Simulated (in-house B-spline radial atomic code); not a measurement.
Configurations of Te II (Te+), with energies counted from [Kr] 4d10 5s2 5p3. Computed with a radial B-spline atomic code at the basis-set limit: scalar-relativistic (X2C) PW91, spin-polarised, spherical fractional occupations, Fermi nucleus of rms radius 4.7423 fm. Shells without spins written out take the highest spin.

Occupations are held fixed; configurations that lie above the ionisation limit could autoionise.

```json
{"configuration": "[Kr] 4d10 5s1 5p3 6s1", "E - E(ref) (eV)": "17.719", "highest orbital": "6s up", "its <r> (bohr)": "4.858"}
{"configuration": "[Kr] 4d10 5s(0 up, 1 down) 5p(0 up, 3 down) 6p(0 up, 1 down)", "E - E(ref) (eV)": "19.888", "highest orbital": "6p down", "its <r> (bohr)": "5.967"}
{"configuration": "[Ar] 3d10 4s2 4p5 4d10 5s2 5p4", "E - E(ref) (eV)": "113.8", "highest orbital": "5p down", "its <r> (bohr)": "2.373"}
{"configuration": "[Ar] 3d10 4s2 4p(2 up, 3 down) 4d10 5s2 5p(3 up, 0 down) 6s(1 up, 0 down)", "E - E(ref) (eV)": "123.39", "highest orbital": "6s up", "its <r> (bohr)": "4.773"}
{"configuration": "[Ar] 3d10 4s2 4p5 4d10 5s2 5p3 5d1", "E - E(ref) (eV)": "123.55", "highest orbital": "5d up", "its <r> (bohr)": "3.694"}
{"configuration": "[Ar] 3d10 4s2 4p5 4d10 5s2 5p3 6p1", "E - E(ref) (eV)": "125.33", "highest orbital": "6p up", "its <r> (bohr)": "5.859"}
{"configuration": "[Ar] 3d10 4s2 4p5 4d10 5s2 5p3 6d1", "E - E(ref) (eV)": "127.84", "highest orbital": "6d up", "its <r> (bohr)": "8.439"}
```

Task: Order these further configurations by energy, lowest first.
A. [Kr] 4d10 5s2 5p(1 up, 2 down)
B. [Ar] 3d9 4s2 4p6 4d10 5s2 5p3 6s1
C. [Kr] 4d(5 up, 4 down) 5s2 5p(2 up, 1 down) 5d(0 up, 1 down)
D. [Kr] 4d10 5s2 5p(2 up, 0 down) 6s(1 up, 0 down)
E. [Kr] 4d10 5s1 5p3 5f1

Result: A (1.5022 eV), D (9.9812 eV), E (23.852 eV), C (52.306 eV), B (581.89 eV).

Task: How far above the reference does [Kr] 4d9 5s2 5p3 5f1 lie?

Result: 55.512 eV; its least bound orbital is 5f up with <r> = 11.25 bohr.

Task: How far above the reference does [Kr] 4d9 5s2 5p3 6s1 lie?

Result: 49.335 eV; its least bound orbital is 6s up with <r> = 4.772 bohr.

Task: How far above the reference does [Ar] 3d10 4s2 4p5 4d10 5s2 5p3 6s1 lie?

Result: 123.11 eV; its least bound orbital is 6s up with <r> = 4.766 bohr.
